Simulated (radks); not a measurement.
Results of a calculation; reference values are marked as such.
Br, configuration [Ar] 3d10 4s2 4p5 (the NIST ground configuration). Level of theory: scalar-relativistic Kohn-Sham, r2SCAN, spin-polarised, spherical densities, finite nucleus; open shells are filled with parallel spins first; meta-GGA in the generalised Kohn-Sham scheme; Fermi nuclear charge, rms radius 4.1629 fm (a radial shooting solver on a logarithmic mesh with Libxc functionals).

Unscreened Slater integrals over Kohn-Sham orbitals (eV). They are taken over the spin-up orbitals.

integral     value
F0(4p,4p)   11.862
F2(4p,4p)   6.1097
F0(4p,4s)   13.009
G1(4p,4s)   8.4834
F0(4p,3d)   15.643
F2(4p,3d)   3.0050
G1(4p,3d)  0.98450
G3(4p,3d)  0.89637
F0(4s,4s)   14.583
F0(4s,3d)   18.711
G2(4s,3d)   1.5417
F0(3d,3d)   42.321
F2(3d,3d)   20.238
F4(3d,3d)   12.728

Derived for the open shells (J is the average intra-shell exchange parameter used in DFT+U). 4p: J = F2/5 = 1.222 eV.
